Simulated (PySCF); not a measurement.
The numbers are results of r2SCAN-D4/def2-TZVP // r2SCAN-D4/def2-SVP (PySCF), not measurements. All species are isolated molecules in the gas phase. One relaxed conformer stands for a flexible species; it need not be the lowest. Delta-SCF ions had no search for a lower state. Excitations are Tamm–Dancoff values on a coarser integration grid. The basis has no diffuse functions, so Rydberg states are missing or too high.

Reference species (SMILES): `C[O][Ge]([SiH3])([SiH3])[O]C` (C–O–Ge–Si torsion 178°, Si–Ge–O–C torsion 47°) (neutral, multiplicity 1).

```
Property                                  Value
--------------------------------------  -------
vertical ionisation energy (Delta-SCF)  8.86 eV
S1 oscillator strength                    0.010
S1 excitation (TDA)                     5.47 eV
```

Changed species: `[SiH3][Ge]([SiH3])([SiH3])[SiH3]` (4 of 4 OCH3 replaced by SiH3; the reference has 2 of 4 OCH3 replaced by SiH3).

Question: Predict the effect on the vertical ionisation energy (Delta-SCF), S1 oscillator strength and S1 excitation (TDA).

Answer: the vertical ionisation energy (Delta-SCF) rises by 0.45 eV, to 9.31 eV; the S1 oscillator strength is nearly the same; the S1 excitation (TDA) goes up by 0.91 eV, to 6.38 eV.
